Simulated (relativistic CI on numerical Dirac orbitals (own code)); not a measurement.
Line list: Forbidden lines, Pb XLIX

Computed by Dirac-Coulomb-Breit CI, orbitals from a KLI potential per configuration, model QED, unscaled Slater integrals (own radial code, finite nucleus).

CI space (outside the closed core [Ar] 3d10): 4s2 4p4, 4s 4p5, 4s2 4p3 4d, 4p6, 4s2 4p3 4f, 4s 4p4 4d, 4s 4p4 4f, 4p5 4d, 4s2 4p2 4d 4f, 4s 4p3 4d2, 4p5 4f, 4p4 4d2, 4p3 4d3, 4p3 4d2 4f. Double excitations out of closed p, d and f shells are left out; levels of such configurations are missing from the list, as are those of other unlisted configurations, and high levels can miss mixing partners.

```csv
λ vac (Å),Lower,Upper,Type,A (s⁻¹),gf,Branching (%)
71.869,4s2 4p3 4d 3D°_3 [25],4s2 4p3 4d 3F°_4 [73],M1,7.81e+06,5.44e-05,9.8
72.020,4s2 4p3 4d 5D°_4 [26],4s2 4p3 4d 3F°_4 [73],M1,2.97e+07,2.08e-04,37.2
72.303,4s2 4p4 3P_1 [3],4s2 4p4 3P_0 [15],M1,8.71e+07,6.83e-05,59.8
74.336,4s2 4p4 3P_2 [1],4s2 4p4 1D_2 [4],E2,2.32e+06,9.59e-06,10.0
74.336,4s2 4p4 3P_2 [1],4s2 4p4 1D_2 [4],M1,2.03e+07,8.40e-05,87.9
74.616,4s2 4p4 1D_2 [4],4s2 4p4 3P_0 [15],E2,7.11e+06,5.93e-06,4.9
74.986,4s2 4p3 4d 3F°_4 [28],4s2 4p3 4d 3F°_4 [73],M1,4.72e+06,3.58e-05,5.9
76.015,4s2 4p3 4d 3G°_5 [31],4s2 4p3 4d 3F°_4 [73],M1,8.42e+06,6.56e-05,10.6
76.060,4s2 4p3 4d 3F°_4 [9],4s2 4p3 4d 3G°_5 [31],E2,1.30e+06,1.24e-05,15.6
76.060,4s2 4p3 4d 3F°_4 [9],4s2 4p3 4d 3G°_5 [31],M1,6.33e+06,6.04e-05,76.0
76.783,4s2 4p4 3P_2 [1],4s2 4p4 3P_1 [3],M1,3.28e+07,8.70e-05,72.3
77.120,4s2 4p3 4d 3F°_4 [9],4s2 4p3 4d 3F°_4 [28],M1,4.14e+06,3.32e-05,47.0
77.256,4s2 4p3 4d 3F°_3 [8],4s2 4p3 4d 3G°_4 [20],E2,1.35e+06,1.09e-05,16.7
77.256,4s2 4p3 4d 3F°_3 [8],4s2 4p3 4d 3G°_4 [20],M1,5.95e+06,4.79e-05,73.5
80.530,4s2 4p3 4d 3F°_4 [9],4s2 4p3 4d 5D°_4 [26],M1,2.44e+07,2.13e-04,69.1
82.846,4s2 4p4 1S_0 [2],4s2 4p4 3P_1 [3],M1,1.10e+07,3.41e-05,24.3
82.859,4s2 4p3 4d 1F°_3 [33],4s2 4p3 4d 3F°_4 [73],M1,2.62e+06,2.42e-05,3.3
86.408,4s2 4p3 4d 3D°_3 [11],4s2 4p3 4d 3F°_4 [28],M1,2.59e+06,2.60e-05,29.3
89.541,4s2 4p3 4d 1F°_3 [36],4s2 4p3 4d 3F°_4 [73],M1,8.79e+06,9.51e-05,11.0
90.712,4s2 4p3 4d 3D°_3 [11],4s2 4p3 4d 5D°_4 [26],M1,9.96e+06,1.11e-04,28.2
```

Terms are leading LS components. Brackets give the number of a level in order of energy, since labels repeat. The list gives strong lines, with weight on those to low levels, among the lowest 200 of 2773 levels, so that lines to higher ones, which can be the strongest, are missing. Levels whose partners in the same complex of configurations lie outside the list can be far off, and so can their lines. Rates are taken at the computed energies, electric ones in the length gauge.

At this charge energies of transitions that change n are usually good to better than 1 %, and those within a shell (Δn = 0) to a few per cent.

LS names give the leading component of a level, which can be under half, so a name can repeat, a term be missing and a line seem to break the LS rules.
